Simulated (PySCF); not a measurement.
Ligands exchanged one at a time, Ga CH3-SH. Gas-phase values, no solvent. One relaxed conformer stands for each flexible species; it need not be the lowest. Strings in code marks are SMILES.

Quantity: vertical ionisation energy (energy after one electron is removed minus that of the parent at the parent's geometry), in eV.

Case: `[SH][Ga]([SH])[SH]`. Geometry of `[SH][Ga]([SH])[SH]` (neutral, multiplicity 1, Å):

```xyz
7

S     -0.8575     2.1897     0.9780
Ga     0.0077     0.2781     0.2869
S     -0.9697    -0.8170    -1.3711
S      1.8313    -0.4325     1.3171
H     -1.8661     2.1564     0.0897
H     -0.0846    -1.8281    -1.3699
H      1.9389    -1.5466     0.5736
```

Task: What is the computed vertical ionisation energy (energy after one electron is removed minus that of the parent at the parent's geometry) (B3LYP-D3(BJ)/def2-TZVP (PySCF))?

Result: 9.43 eV.
